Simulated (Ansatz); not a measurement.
Start from `FC1OC1(F)F` and change one atom or group to get `FC(F)(F)C1(F)OC1(F)F`.

Ansatz, PBE0-D4/def2-TZVP geometries, multiplicity 1. 

```json
{"property": "HOMO energy (ωB97M-V/def2-TZVPP) / eV", "`FC1OC1(F)F`": "-11.89"}
{"property": "HOMO energy (PBE0/def2-TZVPP) / eV", "`FC1OC1(F)F`": "-9.51"}
{"property": "zero-point energy (PBE0-D4/def2-TZVP) / kJ/mol", "`FC1OC1(F)F`": "91.6"}
{"property": "HOMO–LUMO gap (ωB97M-V/def2-TZVPP) / eV", "`FC1OC1(F)F`": "15.09"}
{"property": "HOMO energy (PBE/def2-TZVPP) / eV", "`FC1OC1(F)F`": "-7.83"}
{"property": "size of the dipole moment (PBE/def2-TZVPP) / D", "`FC1OC1(F)F`": "1.65"}
```

Task: Give the same properties after the change, and the shifts. (Best estimate.)

Result: Ansatz gave: 
```tsv
property	`FC(F)(F)C1(F)OC1(F)F`	shift
HOMO energy (ωB97M-V/def2-TZVPP) / eV	-12.45	-0.56
HOMO energy (PBE0/def2-TZVPP) / eV	-10.08	-0.57
zero-point energy (PBE0-D4/def2-TZVP) / kJ/mol	103.7	12.1
HOMO–LUMO gap (ωB97M-V/def2-TZVPP) / eV	15.63	0.54
HOMO energy (PBE/def2-TZVPP) / eV	-8.35	-0.52
size of the dipole moment (PBE/def2-TZVPP) / D	0.41	-1.24
```

With PBE0 the HOMO falls by 0.57 eV and the LUMO falls by 0.67 eV, so the gap narrows by about 0.10 eV. PBE moves the HOMO by -0.52 eV and ωB97M-V by -0.56 eV. The zero-point energy changes by 12.1 kJ/mol with +9 modes. Dipoles are sizes alone; their direction can turn.
